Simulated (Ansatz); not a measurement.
# Reading a saddle point

A first-order saddle point of GePNH8, closed shell, PBE0-D4/def2-TZVP, with one imaginary mode of 344i cm⁻¹:

```xyz
11
angstrom
Ge -0.7898 -0.1708 -1.0612
N 0.6912 1.0181 -0.4958
H -0.2833 -1.5754 -1.3546
H -2.0507 0.1146 -0.2583
H -0.9731 0.5386 -2.4489
H 0.8881 0.6452 0.5146
P 0.2050 -0.8412 1.7004
H 1.5127 0.9141 -1.0844
H 0.4239 1.9983 -0.4903
H -0.5576 -0.6581 2.8762
H 0.9336 -1.9833 2.1024
```

Program: Ansatz 0.2.0. Basis: def2-TZVPP and def2-QZVPP. Cores are frozen in the correlated methods. Filled d shells of the heavier atoms are correlated. The def2 sets are not built for correlating such inner shells, so the correlated values are less sure here. Extrapolation: Hartree–Fock as exp(−7.88 √X), correlation as X^−2.97.

Task: Which contacts change along the imaginary mode, and what lies on either side? (A judgement: the text doesn't fix the answer.)

Result: Computed: The step is GeNH₅ ([NH2][GeH3]) + PH₃ → GePH₅ ([PH2][GeH3]) + NH₃, with the molecules in contact on both sides. Shortening one way: Ge1–P7, N2–H6; lengthening the same way: Ge1–N2, H6–P7.
| pair | one side (Å) | saddle (Å) | other side (Å) |
| --- | --- | --- | --- |
| Ge1–P7 | 4.15 | 3.01 | 2.32 |
| N2–H6 | 2.66 | 1.09 | 1.01 |
| Ge1–N2 | 1.85 | 1.98 | 3.35 |
| H6–P7 | 1.42 | 2.02 | 3.07 |

Task: Which side is lower, and how far does the saddle lie above each? (To be estimated.)

Result: Computed: The side with Ge1–P7, N2–H6 short is lower by 7.71 kcal/mol; the saddle lies 47.15 kcal/mol above it and 39.44 kcal/mol above the other (CCSD(T) at an estimated basis limit (MP2 extrapolated from triple and quadruple zeta, plus CCSD(T) − MP2 in triple zeta); electronic energies).

The T1 diagnostic stays at or below 0.012.

Labels in which every atom is bracketed show which atoms are joined, not bond orders.

For scale, one of the runs: CCSD(T)/def2-TZVPP, 233 basis functions, launched by `ansatz run in.yaml --threads 4 --pin off --events-out ev --progress --plain --max-ram 9574MiB`. Time: 3.5 min of wall clock on 4 CPU threads of an AMD EPYC; the host was shared. Peak host memory: 4 GiB.
